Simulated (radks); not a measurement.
Spherical quantum dot in the effective-mass picture: electrons in a parabolic well V = omega^2 r^2 / 2 with omega = 1.68, all in effective atomic units (hartree* = m*/eps^2 hartree, bohr* = eps/m* bohr), one dielectric constant everywhere. Method: non-relativistic Kohn-Sham, PBE, spin-polarised, spherical densities; computed with a radial shooting solver with Libxc functionals. Levels are named by radial order and angular momentum (1s, 1p, 1d, 2s, ...), and open shells are averaged over m. Results are scaled to m* = 0.56 and eps = 15.7, for which hartree* = 61.82 meV and bohr* = 1.484 nm.

N = 11, configuration 1s2 1p6 1d(up 3, down 0). This is the lowest configuration that the search found. Occupied and some empty levels:

level,occupation,eigenvalue (meV),<r> (nm)
1s up,1,600.26,1.638
1s down,1,603.81,1.609
1p up,3,665.54,2.073
1p down,3,671.39,2.057
1d up,3,737.80,2.393
1d down,0,744.72,2.390
2s up,0,750.48,2.132
2s down,0,754.76,2.149
1f up,0,815.70,2.659
1f down,0,822.80,2.665
2p up,0,832.96,2.443
2p down,0,836.87,2.454

Energy (meV): total 5147.30, kinetic 1063.1, external 2077.2, Hartree 2399.0, exchange-correlation -392.00.
